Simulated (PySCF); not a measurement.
In(Me)2(NH2) (C₂H₈InN), SMILES [CH3][In]([CH3])[NH2].

Geometry: B3LYP-D3(BJ)/def2-SVP. The structure was generated by enumeration; whether it is a known compound was not checked. The def2 effective core potentials stand for the cores of In; spin–orbit coupling is left out. The values are those of a single conformer.

These are PBE/def2-TZVP run with PySCF values and carry that method's errors.

Symmetry labels are those of the subgroup C2v that the program uses (full group C2v).

Computed valence orbital energies around the gap with their symmetry:
| orbital | symmetry | energy (eV) |
|---|---|---|
| HOMO−7 | A1 | -9.82 |
| HOMO−6 | B2 | -9.44 |
| HOMO−5 | A1 | -9.42 |
| HOMO−4 | B1 | -9.34 |
| HOMO−3 | A2 | -9.31 |
| HOMO−2 | A1 | -6.96 |
| HOMO−1 | B1 | -6.12 |
| HOMO | B2 | -5.21 |
| LUMO | B2 | -1.09 |
| LUMO+1 | A1 | -0.89 |
| LUMO+2 | A1 | 0.12 |
| LUMO+3 | B1 | 0.33 |
